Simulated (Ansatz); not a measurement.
## Molecular dynamics of CH4BFO

Input:

```yaml
crystal:
  periodic: [false, false, false]
  atoms:
    - { symbol: C, position_ang: [-0.28616, 1.042161, -0.248122] }
    - { symbol: B, position_ang: [0.360589, -0.356847, 0.027904] }
    - { symbol: O, position_ang: [-0.002894, -1.20875, 0.996651] }
    - { symbol: F, position_ang: [1.249683, -0.963328, -0.81986] }
    - { symbol: H, position_ang: [-1.045499, 0.901358, -1.020205] }
    - { symbol: H, position_ang: [-0.865126, 1.386546, 0.619689] }
    - { symbol: H, position_ang: [0.401439, 1.827241, -0.55892] }
    - { symbol: H, position_ang: [0.385391, -2.027752, 1.245784] }
basis:
  gaussian: { orbitals: def2-SVP }
hamiltonian:
  xc: pbe0
  dispersion: d4
md:
  timestep: 0.5
  n_steps: 100
  ensemble: nve_milne
  temperature: 50.0
  initial_velocities: maxwell_boltzmann
  seed: 249302
scf:
  lower_state_search: "off"
```

Run as:

```bash
$ ansatz run input.yaml --threads 1 --pin off --max-ram 2048MiB --backend cpu --events-out ev --progress --plain --runs-dir out
```

It goes on from the last frame of an earlier run, with new velocities.

Output, in part (step lines, the closing report, with atoms numbered from 0):

```
md step     0: t =     0.00 fs  T =    50.0 K  F+E_penalty+E_count = -6533.77541629 eV  E_kin = 0.038778 eV  conserved = -6533.73663829 eV  (13 SCF iters)
md step     1: t =     0.50 fs  T =    52.5 K  F+E_penalty+E_count = -6533.77741334 eV  E_kin = 0.040715 eV  conserved = -6533.73669871 eV  (14 SCF iters)
md step     2: t =     1.00 fs  T =    62.4 K  F+E_penalty+E_count = -6533.78499584 eV  E_kin = 0.048357 eV  conserved = -6533.73663897 eV  (14 SCF iters)
md step     3: t =     1.50 fs  T =    76.5 K  F+E_penalty+E_count = -6533.79595949 eV  E_kin = 0.059307 eV  conserved = -6533.73665206 eV  (19 SCF iters)
md step     4: t =     2.00 fs  T =    92.0 K  F+E_penalty+E_count = -6533.80794980 eV  E_kin = 0.071315 eV  conserved = -6533.73663452 eV  (19 SCF iters)
md step     5: t =     2.50 fs  T =   106.9 K  F+E_penalty+E_count = -6533.81952705 eV  E_kin = 0.082898 eV  conserved = -6533.73662925 eV  (19 SCF iters)
md step     6: t =     3.00 fs  T =   121.2 K  F+E_penalty+E_count = -6533.83064268 eV  E_kin = 0.093991 eV  conserved = -6533.73665172 eV  (19 SCF iters)
md step     7: t =     3.50 fs  T =   136.3 K  F+E_penalty+E_count = -6533.84230716 eV  E_kin = 0.105670 eV  conserved = -6533.73663686 eV  (19 SCF iters)
[... lines left out ...]
Total energy: -6533.87978745 eV, -240.1156533660 hartree
Atom 0 at    -0.262031     1.007176    -0.263010 Å, force    -0.428225     0.559124     0.227829 eV/Å
Atom 1 at     0.295265    -0.396160     0.032567 Å, force     1.560187    -1.689313    -1.047711 eV/Å
Atom 2 at    -0.035166    -1.208364     1.084986 Å, force     0.591117     0.857066    -0.986136 eV/Å
Atom 3 at     1.270122    -0.924335    -0.872865 Å, force    -1.690532     0.868316     1.728521 eV/Å
Atom 4 at    -0.819314     1.025150    -1.217144 Å, force     0.196221    -0.014941     0.031655 eV/Å
Atom 5 at    -0.948896     1.361075     0.525299 Å, force     0.126404    -0.045444    -0.086921 eV/Å
Atom 6 at     0.577517     1.726037    -0.344448 Å, force    -0.190043    -0.143193    -0.080231 eV/Å
Atom 7 at     0.606935    -1.927453     1.046989 Å, force    -0.165128    -0.391615     0.212995 eV/Å
Dipole moment:    -0.007879     0.018336     0.094345 e Å
```

The steps, from the saved trajectory:

```csv
time (fs),T (K),potential energy less start (eV),conserved less start (meV/atom)
0.0,50,0.000,0.00
1.5,76,-0.021,0.00
3.0,121,-0.055,0.00
4.5,175,-0.097,0.00
6.0,249,-0.154,0.00
7.5,296,-0.191,0.00
9.0,307,-0.200,0.00
10.5,302,-0.195,0.00
12.0,277,-0.176,0.00
13.5,259,-0.162,0.00
15.0,256,-0.159,0.00
16.5,247,-0.153,0.00
18.0,248,-0.153,0.00
19.5,238,-0.146,0.00
21.0,197,-0.114,0.00
22.5,173,-0.095,0.00
24.0,175,-0.097,0.00
25.5,180,-0.101,0.00
27.0,216,-0.129,0.00
28.5,255,-0.159,0.00
30.0,253,-0.157,0.00
31.5,225,-0.136,0.00
33.0,168,-0.092,0.00
34.5,101,-0.039,0.00
36.0,83,-0.026,0.00
37.5,114,-0.050,0.00
39.0,190,-0.108,0.00
40.5,282,-0.180,0.00
42.0,326,-0.214,0.00
43.5,329,-0.217,0.00
45.0,309,-0.201,0.00
46.5,252,-0.157,0.00
48.0,208,-0.122,0.00
49.5,191,-0.109,0.00
```

The run went to its last step. The conserved energy stayed within 0.0076 meV per atom of its start (net change -0.0022 meV per atom), so the integration is sound. The system heated up, since it started high on the potential surface and ran downhill. A run of 0.05 ps of so small a system gives no equilibrium averages.

The same pairs are bonded in the first frame and the last. Pairs count as bonded within 1.25 times the sum of covalent radii (0.12 Å more for H–H).

Last frame:

```xyz
8
Properties=species:S:1:pos:R:3
C -0.262 1.007 -0.263
B 0.295 -0.396 0.033
O -0.035 -1.208 1.085
F 1.270 -0.924 -0.873
H -0.819 1.025 -1.217
H -0.949 1.361 0.525
H 0.578 1.726 -0.344
H 0.607 -1.927 1.047
```

Time of the run: 3.4 min on 1 CPU thread of a shared host.
